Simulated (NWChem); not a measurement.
System: C$_{3}$H$_{4}$ClF; SMILES C/C(=C\Cl)F

Parts of the log:

```
             Northwest Computational Chemistry Package (NWChem) 7.3.0
             --------------------------------------------------------

                             Geometry "geometry" -> ""
                             -------------------------

 Output coordinates in angstroms (scale by  1.889725989 to convert to a.u.)

  No.       Tag          Charge          X              Y              Z
 ---- ---------------- ---------- -------------- -------------- --------------
    1 C                    6.0000    -1.42287500     1.03582200     0.00000000
    2 C                    6.0000     0.04648100     0.85725100     0.00000000
    3 F                    9.0000     0.72551300     2.01064500     0.00000000
    4 C                    6.0000     0.75966600    -0.27256000     0.00000000
    5 Cl                  17.0000     0.04983900    -1.84122600     0.00000000
    6 H                    1.0000    -1.73360200     1.60955300     0.88760700
    7 H                    1.0000    -1.93388800     0.06619700     0.00000000
    8 H                    1.0000    -1.73360200     1.60955300    -0.88760700
    9 H                    1.0000     1.85036000    -0.24829900     0.00000000

 Effective nuclear repulsion energy (a.u.)     210.6663622974

                                 NWChem DFT Module
                                 -----------------

 Summary of "ao basis" -> "ao basis" (spherical)
 ------------------------------------------------------------------------------
       Tag                 Description            Shells   Functions and Types
 ---------------- ------------------------------  ------  ---------------------
 C                           6-31g*                  6       14   3s2p1d
 F                           6-31g*                  6       14   3s2p1d
 Cl                          6-31g*                  8       18   4s3p1d
 H                           6-31g*                  2        2   2s

 in cosmo_initialize ...

 solvent parameters
 solvname_short: unkn
 solvname_long:  unknown
 dielec:       78.4000

          ---------------
          -cosmo- solvent
          ---------------
 Cosmo: York-Karplus, doi: 10.1021/jp992097l
 dielectric constant -eps-     =  78.40
 screen = (eps-1)/(eps    )    =   0.98724
 surface charge correction     = lagrangian

   van der Waals surface
 --------------------------

[...]

                                   COSMO solvation results
                                   -----------------------

                 gas phase energy =      -676.605835745488
                 sol phase energy =      -676.609622168161
 (electrostatic) solvation energy =         0.003786422673 (    2.38 kcal/mol)

                       DFT Final Molecular Orbital Analysis
                       ------------------------------------

 Vector   22  Occ=2.000000D+00  E=-4.330642D-01
              MO Center=  6.7D-02, -1.2D+00, -2.3D-09, r^2= 2.5D+00
   Bfn.  Coefficient  Atom+Function         Bfn.  Coefficient  Atom+Function
  ----- ------------  ---------------      ----- ------------  ---------------
    65      0.609919  5 Cl pz                69      0.309225  5 Cl pz
    61     -0.236483  5 Cl pz                47      0.226134  4 C  pz
    51      0.159982  4 C  pz                 5     -0.127461  1 C  pz
    33     -0.080889  3 F  pz                19      0.075760  2 C  pz
    75     -0.072010  6 H  s                 79      0.072010  8 H  s

 Vector   23  Occ=2.000000D+00  E=-3.824671D-01
              MO Center=  1.3D-01, -1.5D+00, -3.9D-11, r^2= 2.1D+00
   Bfn.  Coefficient  Atom+Function         Bfn.  Coefficient  Atom+Function
  ----- ------------  ---------------      ----- ------------  ---------------
    63      0.636460  5 Cl px                67      0.345975  5 Cl px
    64     -0.250821  5 Cl py                59     -0.244246  5 Cl px
    68     -0.149103  5 Cl py                45     -0.147424  4 C  px
    82     -0.140137  9 H  s                 81     -0.122720  9 H  s
    20      0.117071  2 C  s                 18     -0.104254  2 C  py

 Vector   24  Occ=2.000000D+00  E=-2.988726D-01
              MO Center=  2.5D-01, -9.5D-02, -2.5D-09, r^2= 2.8D+00
   Bfn.  Coefficient  Atom+Function         Bfn.  Coefficient  Atom+Function
  ----- ------------  ---------------      ----- ------------  ---------------
    65      0.387051  5 Cl pz                47     -0.365390  4 C  pz
    19     -0.343056  2 C  pz                51     -0.297566  4 C  pz
    69      0.256746  5 Cl pz                23     -0.209244  2 C  pz
    33      0.205591  3 F  pz                37      0.174243  3 F  pz
    61     -0.146294  5 Cl pz                76      0.106040  6 H  s

 Vector   25  Occ=0.000000D+00  E= 5.393082D-02
              MO Center=  1.8D-01,  3.8D-01,  1.7D-09, r^2= 2.6D+00
   Bfn.  Coefficient  Atom+Function         Bfn.  Coefficient  Atom+Function
  ----- ------------  ---------------      ----- ------------  ---------------
    51     -0.618033  4 C  pz                23      0.584751  2 C  pz
    19      0.474475  2 C  pz                47     -0.389516  4 C  pz
    76     -0.321113  6 H  s                 80      0.321113  8 H  s
    69      0.185759  5 Cl pz                37     -0.176442  3 F  pz
    33     -0.157361  3 F  pz                65      0.136537  5 Cl pz

 Vector   26  Occ=0.000000D+00  E= 8.538749D-02
              MO Center=  2.6D-01, -1.1D+00, -1.5D-09, r^2= 3.0D+00
   Bfn.  Coefficient  Atom+Function         Bfn.  Coefficient  Atom+Function
  ----- ------------  ---------------      ----- ------------  ---------------
    48      0.979060  4 C  s                 68     -0.905909  5 Cl py
    50     -0.782327  4 C  py                66     -0.763192  5 Cl s
    67     -0.416162  5 Cl px                64     -0.380037  5 Cl py
    46     -0.356006  4 C  py                49     -0.238521  4 C  px
    62     -0.235213  5 Cl s                 34      0.220613  3 F  s

[...]
```

Level: M06-2X/6-31G* (spherical d), COSMO on the gas-phase geometry. Coordinates come from a PBE0/def2-SVP optimisation. COSMO prints the solvation energy as gas minus solution, so a positive value is a stabilisation.

Q: Write an input that gives this output.

A: Several could match; the one computed here: the input that was run:
```
start job
memory heap 200 mb stack 900 mb global 1100 mb
geometry units angstroms noautosym nocenter noautoz
  C     -1.422875     1.035822     0.000000
  C      0.046481     0.857251     0.000000
  F      0.725513     2.010645     0.000000
  C      0.759666    -0.272560     0.000000
  Cl     0.049839    -1.841226     0.000000
  H     -1.733602     1.609553     0.887607
  H     -1.933888     0.066197     0.000000
  H     -1.733602     1.609553    -0.887607
  H      1.850360    -0.248299     0.000000
end
basis spherical
  C library 6-31g*
  F library 6-31g*
  Cl library 6-31g*
  H library 6-31g*
end
dft
  xc m06-2x
  iterations 150
end
cosmo
  dielec 78.4
end
task dft energy
```
